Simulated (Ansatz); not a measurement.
Computed with Ansatz.

Basis-set series for CH4FOSi, SMILES `C[SiH]([O])F` radical. The species carries charge 0 and has multiplicity 2. All single points use the PBE0-D4/def2-TZVP geometry.

| functional | basis | functions | energy (Eh) | HOMO (eV) | LUMO (eV) |
| --- | --- | --- | --- | --- | --- |
| PBE0-D4 | def2-SVP | 80 | -504.49569 | -9.18 | -4.63 |
| PBE0-D4 | def2-TZVPP | 191 | -504.87439 | -9.39 | -4.84 |
| ωB97M-V | def2-SVP | 80 | -504.74173 | -11.57 | -2.39 |
| ωB97M-V | def2-TZVPP | 191 | -505.12843 | -11.69 | -2.67 |

(1) Give the rows for def2-QZVPP. (Estimate.)

## Answers

(1) The calculation gave: 
| functional | basis | functions | energy (Eh) | HOMO (eV) | LUMO (eV) |
| --- | --- | --- | --- | --- | --- |
| PBE0-D4 | def2-QZVPP | 361 | -504.89696 | -9.44 | -4.88 |
| ωB97M-V | def2-QZVPP | 361 | -505.14954 | -11.71 | -2.73 |

HOMO and LUMO are taken over both spins.
